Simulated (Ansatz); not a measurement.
Geometry optimisation, RHF/def2-SVP (Ansatz).

Input:

```yaml
crystal:
  periodic: [false, false, false]
  atoms:
    - { symbol: B, position_ang: [0.002594, -0.194671, 0.252555] }
    - { symbol: "N", position_ang: [0.020628, -0.275617, 1.707792] }
    - { symbol: H, position_ang: [-0.793515, -0.52332, 2.230995] }
    - { symbol: H, position_ang: [0.869945, -0.215406, 2.230316] }
    - { symbol: Cl, position_ang: [1.503608, 0.103417, -0.630849] }
    - { symbol: Cl, position_ang: [-1.506389, -0.47424, -0.624329] }
    - { symbol: H, position_ang: [-0.477002, 2.154711, 0.457087] }
    - { symbol: H, position_ang: [-0.41027, 1.878927, 1.106832] }
basis:
  gaussian: { orbitals: def2-SVP }
hamiltonian:
  xc: hf
relax:
  f_tol: 0.03
  max_steps: 50
output:
  orbitals: {}
```

Run as:

```bash
$ ansatz run input.yaml --threads 1 --pin off --max-ram 2048MiB --backend cpu --events-out ev --progress --plain --runs-dir out
```

Question: Where does it end, and by what steps?

Answer: The run converged. The force dipped under the threshold on the way, but the program's further checks kept it going. After 13 steps the energy has fallen by 0.466 eV; H8 moved furthest, 1.19 Å.

```csv
step,energy less start (eV),largest force component (eV/Å),accepted
0,0.0000,2.728,yes
1,-0.2877,1.147,yes
2,-0.3958,0.364,yes
3,-0.4395,0.304,yes
4,-0.4433,0.389,yes
5,-0.4626,0.048,yes
6,-0.4641,0.069,yes
7,-0.4646,0.065,yes
8,-0.4648,0.210,yes
9,-0.4655,0.064,yes
10,-0.4659,0.009,yes
11,-0.4661,0.018,yes
12,-0.4663,0.014,yes
13,-0.4663,0.017,yes
```

```xyz
8
Properties=species:S:1:pos:R:3
B 0.089 -0.600 0.288
N 0.100 -0.662 1.669
H -0.727 -0.829 2.204
H 0.935 -0.544 2.204
Cl 1.592 -0.302 -0.608
Cl -1.428 -0.819 -0.608
H -0.735 3.162 0.426
H -0.616 3.047 1.155
```

Whether the end is a true minimum wasn't checked by a vibrational analysis.

The run took 17 s on 1 thread of Arm Neoverse V2, with other jobs on the host, peak memory 0.15 GiB.
